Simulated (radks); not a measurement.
Results of a calculation; reference values are marked as such.
Question: All-electron atom: the barium ion Ba3+ in [Kr] 4d10 5s2 5p5. Code: a radial shooting solver on a logarithmic mesh with Libxc functionals. Model: scalar-relativistic Kohn-Sham, r2SCAN, spin-polarised, spherical densities, finite nucleus; open shells are filled with parallel spins first (spin-orbit coupling, left out, can overturn this in heavy ions); meta-GGA in the generalised Kohn-Sham scheme; Fermi nuclear charge, rms radius 4.8378 fm. Some entries of the table are withheld. Estimate them.

orbital,occ.,eigenvalue (eV),<r^2> (bohr^2)
1s up,1,-37346.51,0.0008888
1s down,1,-37346.42,0.0008888
2s up,1,-5943.312,0.01420
2s down,1,-5943.296,0.01420
2p up,3,-5328.997,0.01130
2p down,3,-5328.936,0.01130
3s up,1,-1282.076,0.09703
3s down,1,-1282.031,0.09702
3p up,3,-1083.940,0.09720
3p down,3,-1083.877,0.09720
3d up,5,-796.4969,0.08386
3d down,5,-796.4294,0.08386
4s up,1,-274.9230,0.5124
4s down,1,-274.7815,0.5125
4p up,3,-210.6102,(1)
4p down,3,-210.4799,(2)
4d up,5,(3),0.7427
4d down,5,(4),0.7401
5s up,1,-59.1847,2.911
5s down,1,-58.0621,2.916
5p up,3,-43.0900,3.752
5p down,2,-41.9867,3.779

Answer: 
(1) 4p up <r^2> (bohr^2): 0.5816
(2) 4p down <r^2> (bohr^2): 0.5814
(3) 4d up eigenvalue (eV): -116.9078
(4) 4d down eigenvalue (eV): -116.7310
